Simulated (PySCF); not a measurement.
## C₆ coefficients of unlike pairs at UHF

Calculated with PySCF 2.14 from the dipole response of each species, C₆(A,B) = (3/π) ∫ α_A(iu) α_B(iu) du, in atomic units, from isotropic polarisabilities. For ions this is the dispersion term alone; charge-induced terms of lower order in 1/R come first.

```
species           configuration                                                                                              basis      relativity  α (bohr³)  C₆ (like pair)
     P⁺       [Ne] 3s2 3p2 (3P)                          x2c-TZVPPall with one added diffuse shell each of s, p, d type (6s6p4d1f)   spin-free X2C      14.42           74.81
   Br³⁺  [Ar] 3d10 4s2 4p2 (3P)                          x2c-TZVPPall with one added diffuse shell each of s, p, d type (7s6p5d1f)   spin-free X2C      6.249           23.18
    Pt⁺      [Xe] 4f14 5d9 (2D)  aug-cc-pVTZ-PP with one added diffuse shell each of s, p, d, f, g type with ECP60MDF (7s7p6d4f3g)  core potential      14.76           108.8
      V       [Ar] 3d3 4s2 (4F)                                                                        aug-cc-pVTZ-DK (8s7p5d3f2g)   spin-free X2C      126.2            1393
```

Problem. Estimate C₆ for Pt⁺ with P⁺.

Solution. The integral gives 87.61. The combination rule 2 C_A C_B / (C_A α_B/α_A + C_B α_A/α_B) gives 89.02 and the geometric mean 90.21.

No spin-orbit coupling is included.

The other pairs:

```
     pair     C₆
    V, P⁺  274.7
Pt⁺, Br³⁺  50.05
 Br³⁺, P⁺  40.43
  V, Br³⁺  133.6
   V, Pt⁺  299.2
```
